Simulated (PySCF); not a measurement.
# Bond length, frequency and bond energy of BeC⁻ by level of theory

State: ⁴Σ⁻ (quartet), unpaired electrons σ ↑, π ↑↑. Set-up: PySCF, spin-free X2C with a Gaussian nucleus, basis sets Be aug-cc-pVDZ-DK, C aug-cc-pVDZ-DK. De refers to Be + C⁻ in their high-spin ground configurations, without counterpoise correction. The functionals are run spin-unrestricted. A positive dipole points towards C; it is taken about the centre of mass and depends on that origin. Levels whose curve was spin-contaminated or gave no clean fit are not listed.

```csv
Level,Re (Å),ωe (cm⁻¹),De (eV),μ (D)
UHF,1.774,692,n/a,5.42
UHF-CCSD,1.752,754,1.88,n/a
UHF-CCSD(T),1.743,763,2.01,n/a
PBE,1.709,836,2.67,1.12
PW91,1.706,839,2.69,1.09
TPSS,1.707,841,2.60,0.91
r²SCAN,1.709,818,2.59,0.93
B3LYP,1.699,835,2.44,0.96
PBE0,1.699,830,2.50,0.77
```

**Question.** Which functional lies closest to UHF-CCSD(T) in De, which farthest, and by how much do they differ from it?

**Answer.** Closest is B3LYP (-4.4 pm in Re, +9.4 % in ωe, +0.43 eV in De against UHF-CCSD(T) in the same basis), farthest PW91 (-3.7 pm in Re, +10.0 % in ωe, +0.68 eV in De). CCSD(T) converges more slowly with the basis than the functionals do and binds too weakly in this one, so the order can change at the basis-set limit.

**Question.** What does a quarter of exact exchange do here, going from PBE to PBE0?

**Answer.** PBE0 less PBE: -1.0 pm in Re, -0.7 % in ωe, -0.17 eV in De. Exact exchange removes part of the self-interaction that spreads semilocal densities, and in most molecules shortens and stiffens the bond and lowers De; here ωe goes the other way.

**Question.** What does the step from GGA to meta-GGA do here, going from PBE to r²SCAN?

**Answer.** r²SCAN less PBE: +0.0 pm in Re, -2.2 % in ωe, -0.08 eV in De. 

Correlated steps freeze 1 core orbital. Correlated levels converge slowly with the basis: in double zeta they bind strong bonds too weakly, by up to about 1 eV, and carry superposition errors of some tenths. For an ion De counts to the pair picked by the measured ionisation energies or electron affinities, which need not be the lowest pair at this level. The highest Kohn–Sham level is positive in this anion. Much of that is self-interaction error, but it also means that the finite basis helps to hold the extra electron. The CCSD T1 diagnostic is raised, a sign that a single reference may not be enough here. The state was picked by a PBE0 search and need not be the measured ground state.
